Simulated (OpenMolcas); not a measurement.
## Fe3+: CASPT2 settings compared

- Program: OpenMolcas
- Basis: ANO-R2 [6s5p4d2f1g]
- Scalar Hamiltonian: X2C, finite nucleus
- Active space: 5 electrons in 5 orbitals (3d)
- State averaging: 2S+1 = 6 even, 1 root; 2S+1 = 4 even, 24 roots; 2S+1 = 2 even, 75 roots (52 in the spin-orbit step)
- Spin-orbit coupling: state interaction with AMFI integrals over the reference wave functions, term energies averaged over their components

Methods on the same reference wave functions:
A. CASSCF
B. SS-CASPT2, IPEA 0.6 Eh, no level shift (closed shells correlated: 2s 2p 3s 3p)
C. SS-CASPT2, IPEA 0.4 Eh, sigma2 regulariser 0.4 Eh (closed shells correlated: none)
D. MS-CASPT2, IPEA 0.4 Eh, sigma2 regulariser 0.4 Eh (closed shells correlated: none)
E. MS-CASPT2, IPEA 0.6 Eh, no level shift (closed shells correlated: 2s 2p 3s 3p)
F. XMS-CASPT2, IPEA 0.5 Eh, sigma1 regulariser 0.5 Eh (closed shells correlated: none)

Energies in cm⁻¹ above 3d⁵ ⁶S_5/2, the measured ground level; measured values from Corliss and Sugar, J. Phys. Chem. Ref. Data 11, 135 (1982).

| Level | A | B | C | D | E | F | Measured |
| --- | --- | --- | --- | --- | --- | --- | --- |
| 3d⁵ ⁶S_5/2 | 0.0 | 0.0 | 0.0 | 0.0 | 0.0 | 0.0 | 0.0 |
| 3d⁵ ⁴G_5/2 | 37475 | 33400 | 35170 | 35170 | 33400 | 34900 |  |
| 3d⁵ ⁴G_7/2 | 37500 | 33430 | 35200 | 35200 | 33430 | 34930 |  |
| 3d⁵ ⁴G_11/2 | 37506 | 33430 | 35210 | 35210 | 33430 | 34940 | 32246 |
| 3d⁵ ⁴G_9/2 | 37515 | 33440 | 35220 | 35220 | 33440 | 34950 |  |
| 3d⁵ ⁴P_5/2 | 43116 | 36770 | 38300 | 38300 | 36770 | 37930 | 35254 |
| 3d⁵ ⁴P_3/2 | 43183 | 36840 | 38360 | 38360 | 36840 | 37990 | 35333 |
| 3d⁵ ⁴P_1/2 | 43278 | 36940 | 38440 | 38440 | 36940 | 38070 | 35407 |
| 3d⁵ ⁴D_7/2 | 46567 | 40000 | 42570 | 42570 | 40000 | 42310 | 38779 |
| 3d⁵ ⁴D_1/2 | 46646 | 40080 | 42640 | 42640 | 40080 | 42380 | 38897 |
| 3d⁵ ⁴D_3/2 | 46718 | 40160 | 42700 | 42700 | 40160 | 42440 |  |
| 3d⁵ ⁴D_5/2 | 46739 | 40180 | 42710 | 42710 | 40180 | 42450 |  |
| 3d⁵ ²I_11/2 | 53348 | 49010 | 51170 | 51170 | 49010 | 50990 |  |
| 3d⁵ ²I_13/2 | 53407 | 49080 | 51240 | 51240 | 49080 | 51060 |  |
| 3d⁵ ²D_5/2 [68 %] | 59918 | 51960 | 54340 | 54340 | 51960 | 54160 | 49542 |
| 3d⁵ ²D_3/2 | 60517 | 52440 | 54910 | 54910 | 52440 | 54750 | 50051 |
| 3d⁵ ²F_7/2(1) | 61710 | 54040 | 56150 | 56160 | 53950 | 55890 | 51394 |
| 3d⁵ ⁴F_9/2 | 62692 | 54580 | 56780 | 56780 | 54580 | 56420 | 52621 |
| 3d⁵ ⁴F_7/2 | 62744 | 54630 | 56830 | 56830 | 54640 | 56460 | 52695 |
| 3d⁵ ⁴F_3/2 | 62921 | 54800 | 57020 | 57020 | 54800 | 56670 |  |

Deviations, from unrounded energies. A percentage is the sum of absolute deviations over the sum of measured energies, with the sign that they share, or ± where signs differ.

```
                        Against measurement  Levels      A     B     C     D     E     F
             mean absolute deviation (cm-1)      11   8700  1800  3800  3800  1800  3600
other terms of the ground configuration (%)      11  +20.3  +4.1  +9.0  +9.0  +4.1  +8.3
```

B, E lie about equally close to measurement and A furthest from it. The largest miss of E in the table is 3d⁵ ²F_7/2(1), by +2600 cm-1. The ranking rests on the paired levels alone, and a cruder setting can come out closer through cancelling errors.

Among B to F the level of the table that moves most is 3d⁵ ⁴D_7/2, by 2600 cm-1 (lowest in B, highest in C). Moves below CASPT2's spread within the term are not significant.

The two smallest mean deviations differ by little beside CASPT2's spread within terms, so their order carries little weight.

From A to B the spin-free energies of the other terms of 3d⁵ shown, above ⁶S, scale by factors of 0.85 to 0.92, as is usual when dynamic correlation screens the repulsion within a d or f shell.

The lowest spin-free term lies below A's lowest term by 0.522 hartree in B, 0.074 hartree in C, 0.074 hartree in D, 0.522 hartree in E, 0.073 hartree in F.

CASPT2 does not keep the components of a term degenerate, so their means are used; among the terms shown or strongly mixed into the levels shown the widest spread is 1700 cm-1 (3d⁵ ²I, E). Some high roots are left out of the spin-orbit mixing, which shifts the levels that they would mix with. Without dynamic correlation excited terms often stand tens of per cent too high (terms of higher spin than the ground term too low), and those without a measured partner can miss by more than the paired ones (holds for A). The CASPT2 spread within a term exceeds the gap to the next term for 3d⁵ ²F(1) and 3d⁵ ⁴F, so the order of their levels is uncertain, and so are names and mixing where such terms share a J (holds for E). Measured partners are found by configuration, term and J. A level has none where our copy of the source lacks it or the pairing is in doubt (some pairs that miss far off the trend of their configuration count as doubtful), and it then counts in no deviation. Levels of configurations outside the active space are missing. Levels that lie high or do not pair safely by name in every column are left out.

A share in square brackets marks a mixed level and gives the weight of the term that names it, the lowest over the columns. A number in round brackets counts repeated terms of one configuration in the order of the reference energies.
